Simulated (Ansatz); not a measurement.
SbF3, relaxed as a singlet with RKS B3LYP-D4/def2-TZVP in Ansatz, starting from the GFN2-xTB geometry. Force threshold 0.02 eV/Å.

In the def2 sets Sb takes a core potential; there is no spin–orbit coupling.

Start:

Cartesian coordinates in Å:
```
Sb -0.597 -0.326 0.545
F -0.944 0.625 -1.121
F 0.795 -1.324 -0.387
F 0.746 1.025 0.963
```

Q: Estimate the energy that the relaxation releases and the steps that it takes.

A: 5.2 kcal/mol, in 5 steps; 5.5 s on 4 threads of Arm Neoverse V2 on a shared host. No frequencies were taken in this run, so the end may be a saddle point.

Q: Does the start keep its bonding and symmetry?

A: By distances, no bond broke or formed. The bond that changes most is Sb1–F4, from 1.95 to 1.90 Å (atoms count from 1). Point group C3v at the start, C3v at the end, both within 0.05 Å.

Q: Predict the relaxed structure.

A: 
```xyz
4

Sb   -0.512   -0.280    0.469
F    -1.010    0.627   -1.127
F     0.786   -1.389   -0.370
F     0.736    1.042    1.028
```
Bond lengths: 3 × F–Sb 1.90 Å.
